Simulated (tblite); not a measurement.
C₅H₁₁NOSi₂.
Geometry (GFN2-xTB, Å), atoms numbered from 1 in this order:
```xyz
20
C5H11NOSi2 angstrom
C     -2.4892    0.0869    0.9373
C     -2.2119    0.7108   -0.4275
Si    -0.4056    0.5748   -0.9859
C      0.2923   -1.2024   -1.0915
C      1.7423   -1.1607   -0.5835
Si     1.8326    0.2290    0.7173
C      3.3820    1.2508    0.5195
N      4.3476    1.8576    0.4198
O      0.5705    1.1358    0.2223
H     -2.2836   -0.9813    0.9260
H     -1.8621    0.5489    1.6961
H     -3.5313    0.2273    1.2201
H     -2.4898    1.7642   -0.3991
H     -2.8513    0.2459   -1.1775
H     -0.1038    1.3906   -2.1630
H      0.2487   -1.6330   -2.0912
H     -0.2898   -1.8638   -0.4458
H      2.4053   -0.9149   -1.4164
H      2.0562   -2.1377   -0.2169
H      1.6359   -0.1182    2.1201
```

Computed values, GFN2-xTB/tblite, gas phase, harmonic and unscaled. Errors from tens to a few hundred cm⁻¹ against measured bands are possible. Modes of hydrogen on silicon can be 10 to 20 % off. One conformer, not necessarily the lowest.

Harmonic wavenumbers (cm⁻¹): 32.8, 50.9, 71.9, 91.1, 141.7, 173.9, 194.1, 233.3, 305.7, 319.7, 347.3, 357.7, 390.9, 567.3, 589.3, 610.4, 634.2, 656.8, 685.7, 700.8, 722.0, 762.5, 779.7, 796.1, 816.1, 920.1, 980.8, 1022.2, 1039.3, 1059.2, 1076.9, 1135.6, 1241.2, 1258.5, 1274.6, 1296.6, 1413.1, 1473.6, 1484.9, 1488.7, 1505.2, 1509.3, 2262.6, 2300.2, 2364.4, 2954.2, 2964.8, 2984.7, 2989.6, 2998.3, 2999.9, 3014.9, 3028.5, 3037.8.

A = 2339, B = 681.5, C = 627.9 MHz; mass 157.038 u (most abundant isotopes); point group C1, symmetry number 1.

Question: Zero-point energy?

Answer: ½Σν̃ = 33056 cm⁻¹ = 395.43 kJ/mol.

Question: Give the ideal-gas entropy at 400 K and 1 bar in the rigid-rotor, harmonic-oscillator model (classical rotation).

Answer: Translation 178.03, rotation 129.82, vibration 211.32: S = 519.2 J/(mol K).

Question: And Cp and H(400 K) − H(0)?

Answer: Cp = 231.54 J/(mol K), of which vibrations give 198.28 (their classical limit is 54 R = 449.0); H(400 K) − H(0) = 55.47 kJ/mol without the zero-point energy, 42.17 from vibrations.

Question: Blend soft modes into free rotors: weight 1/[1 + (100 cm⁻¹/ν̃)⁴] for the oscillator and the rest for a rotor with moment μB/(μ + B), μ = h/(8π²ν), B = 10⁻⁴⁴ kg m². What vibrational entropy results?

Answer: 190.03 J/(mol K) in place of 211.32, which changes −T·S at 400 K by +8.52 kJ/mol.

Question: How do the functions run with temperature in this model?

Answer: 
| T (K) | S (J/(mol K)) | Cp (J/(mol K)) | H − H(0) (kJ/mol) | G − H(0) (kJ/mol) | ln q(vib) |
| --- | --- | --- | --- | --- | --- |
| 150 | 355.8 | 116.0 | 11.46 | -41.91 | 4.50 |
| 250 | 426.5 | 165.2 | 25.52 | -81.12 | 7.88 |
| 298.15 | 457.6 | 188.1 | 34.03 | -102.41 | 9.46 |
| 600 | 625.9 | 295.1 | 108.56 | -267.00 | 18.87 |
| 900 | 758.1 | 355.9 | 206.95 | -475.32 | 27.25 |

q(vib) and H(0) count from the zero-point level.

Question: Which modes carry the vibrational entropy at 400 K?

Answer: 32.8 cm⁻¹: 26.09; 50.9 cm⁻¹: 22.44; 71.9 cm⁻¹: 19.58; 91.1 cm⁻¹: 17.63; 141.7 cm⁻¹: 14.01; 173.9 cm⁻¹: 12.35 J/(mol K); the other 48 give 99.22 together.

Question: What must be added to the electronic energy to get the Gibbs energy at 400 K and 1 bar?

Answer: ZPE + [H(400 K) − H(0)] − T·S = 395.43 + 55.47 − 207.67 = 243.23 kJ/mol.

Hindered rotation and anharmonicity are outside this model. Other conformers, if any are populated, would add a mixing term that is left out. The structure is chiral; the term R ln 2 for an equal mix with its mirror image is left out.
